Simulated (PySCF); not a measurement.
**Shapes and spin states of W(OH)₃**

Level of theory: PBE0 in PySCF with W def2-SVP with ECP60, O def2-SVP, H def2-SVP; scalar-relativistic core potentials, no spin–orbit coupling; density-fitted integrals.

Relaxations began from a few typed shapes and spin states; open shells are unrestricted. The search is not exhaustive: other isomers or separated fragments can lie lower, and high-lying points may rest on an excited occupation.

(1) Order these stationary points by electronic energy, lowest first, in kJ/mol from the lowest minimum.
A. broken-symmetry Ms = 1/2 (⟨S²⟩ 1.75) C3v: O–H 0.966 Å (×3), W–O 1.907 Å (×3); H–O–W 123.6° (×3), O–W–O 120.0° (×3)
B. quartet C3v: O–H 0.966 Å (×3), W–O 1.910 Å (×3); H–O–W 122.7° (×3), O–W–O 119.9° (×3)

(2) Which of them are minima?

## Answers

(1) B (0.0), A (83.3).

(2) By energy in kJ/mol, 0.0: minimum; 83.3: minimum.

For the lowest minimum: open d and f shells are described by one determinant, and the ground state may have another occupation or spin. With an element this heavy the missing spin–orbit coupling can shift these numbers.
